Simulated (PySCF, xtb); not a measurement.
ClF3H2Si2, SMILES [Si](F)([SiH2]Cl)(F)F.

The structure is a stationary point at B3LYP-D3(BJ)/def2-SVP. This is a generated structure with no PubChem entry under its InChIKey; it may be hypothetical. Other conformers were not sampled.

The numbers are results of PySCF with C-PCM-PBE0/def2-SVP, not measurements.

The values are the electrostatic part of the solvation free energy, E(continuum) − E(gas) at the gas-phase geometry, in a cavity of scaled van der Waals radii (PySCF's table); cavitation and dispersion terms are not included. In vacuum the orbital gap is 7.90 eV. The dipole moment in vacuum is 2.01 D.

Computed values in water (ε = 78.36), dimethylsulfoxide (ε = 46.83), ethanol (ε = 24.85):
| solvent | ε | ΔG(elec) (kcal/mol) | dipole (D) | gap (eV) |
|---|---|---|---|---|
| water | 78.36 | -3.1 | 2.49 | 8.02 |
| dimethylsulfoxide | 46.83 | -3.1 | 2.48 | 8.02 |
| ethanol | 24.85 | -3.0 | 2.47 | 8.01 |

For comparison, GFN2-xTB/ALPB(water) (xtb, at the GFN2-xTB geometry, all terms of that model) gives -0.3 kcal/mol.
